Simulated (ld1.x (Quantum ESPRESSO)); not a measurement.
**iridium: one change to a TM potential, before and after**

* Element: Ir
* Generator: ld1.x (Quantum ESPRESSO) 7.5
* Type: norm-conserving Troullier–Martins (Kleinman–Bylander form)
* Functional: PBE
* Relativity: scalar-relativistic
* Frozen core: [Xe] 4f14
* Valence charge: 9
* Reference configuration: 5d7 6s1.5 6p0 (charge +0.5)
* Partial waves: 6p (bound, empty): rc 3.55 bohr; 5d (bound): rc 1.30 bohr; 6s (bound): rc 2.20 bohr
* Local potential: the s channel
* Core correction: Bessel-smoothed model core, default radius (core density twice the valence density)

Change: wave 5d (bound): rc 1.30 bohr becomes 5d (bound): rc 1.04 bohr.

Cutoffs: the cutoffs (Ry, on a coarse ladder) from which the occupation-weighted sum of valence levels, in a spherical-Bessel basis at the reference potential, stays within 10 and 1 mRy of its value at 400 Ry; they do not see the model core or the augmentation charge, which bear on the density cutoff. Errors are all-electron minus pseudo energies relative to the spin-unpolarised reference configuration.

Q: What does the change do?

A: The potential gets harder (40 Ry and 70 Ry → 160 Ry and 260 Ry); the number of tests with a reliable result goes from 7 to 6; the errors of the 6 common tests hardly move; neither file shows a bound ghost. A smaller radius makes the pseudo-wave follow the all-electron one further in, where it bends more sharply, so more plane waves are needed.

| quantity | base | changed |
| --- | --- | --- |
| cutoff, loose | 40 Ry | 160 Ry |
| cutoff, tight | 70 Ry | 260 Ry |
| loose cutoff by channel (10 mRy a level) | d 35 Ry, s 8 Ry | d 140 Ry, s 8 Ry |
| bound ghosts | none | none |
| tests with a reliable result | 7 of 7 | 6 of 7 |
| error for 5d7 6s1 6p0, meV [ΔE 5.84 eV] | -4.7 | -4.8 |
| error for 5d7 6s0 6p0, meV [ΔE 23.31 eV] | -40 | -40 |
| error for 5d6 6s2 6p0, meV [ΔE 8.16 eV] | -83 | -82 |
| error for 5d7 6s0 6p1, meV [ΔE 12.32 eV] | -9.8 | -10.0 |
| error for 5d5 6s0 6p0, meV [ΔE 97.43 eV] | -622 | -619 |
| error for 5d6 6s2 6p1, meV [ΔE 3.13 eV] | -114 | -114 |
| s: phases at 3.86 bohr within 0.05 rad from the reference energy up to (Ry; the scan ends near 5) | 0.8 | 0.8 |
| p: phases at 3.86 bohr within 0.05 rad from the reference energy up to (Ry; the scan ends near 5) | 1.3 | 1.3 |
| d: phases at 3.86 bohr within 0.05 rad from the reference energy up to (Ry; the scan ends near 5) | 0.3 | 0.3 |
